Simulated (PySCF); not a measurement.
Compound: Nb(CH2)(NH2)3, CH₈N₃Nb (singlet state).
Geometry (PBE0-D3(BJ)/def2-SVP, Å), atoms numbered from 1 in this order:
```xyz
13
CH8N3Nb angstrom
Nb    -0.038    0.078    0.009
C     -0.077    0.100    1.904
H     -0.353    0.556    2.859
H      0.474   -0.870    1.998
N      1.876    0.024   -0.504
H      2.688   -0.099    0.093
H      2.166   -0.068   -1.477
N     -0.899    1.655   -0.806
H     -1.893    1.736   -1.008
H     -0.433    2.531   -1.032
N     -1.018   -1.556   -0.538
H     -1.367   -2.312    0.043
H     -1.095   -1.827   -1.518
```

Computed, not measured: PySCF, PBE0-D3(BJ)/def2-SVP geometry optimisation, gas phase, def2 core potentials past Kr.

(1) Which atoms are bound to Nb1, and at what distances?

(2) List the angles at Nb1.

(3) What is the shape at Nb1?

(4) What are the other bond lengths?

(5) What are the rotational constants (commonest isotopes, rigid rotor)?

## Answers

(1) 4 atoms: C2 1.895 Å, N8 1.973 Å, N5 1.982 Å, N11 1.983 Å. The nearest atom not counted as bound is H4, at 2.26 Å.

(2) 
```csv
angle,degrees,distance of the outer atoms (Å)
C2–Nb1–N8,113.2,3.23
N5–Nb1–N11,112.5,3.30
N5–Nb1–N8,109.7,3.23
N8–Nb1–N11,109.2,3.22
C2–Nb1–N5,106.2,3.10
C2–Nb1–N11,106.0,3.10
```

(3) Distorted tetrahedral: angles from 106.0° to 113.2°; τ4 = (360° − α − β)/141° = 0.95 with α and β the two widest (0 for a square, 1 for a tetrahedron).

(4) C2–H3 1.094 Å; C2–H4 1.120 Å; N5–H6 and 5 like bonds 1.017 Å.

(5) A = 2975, B = 2958, C = 2665 MHz: an asymmetric top.

Point group: Cs (tolerance 0.08 Å). Charge 0, singlet. Not checked by PBE0-D3(BJ)/def2-SVP frequencies.
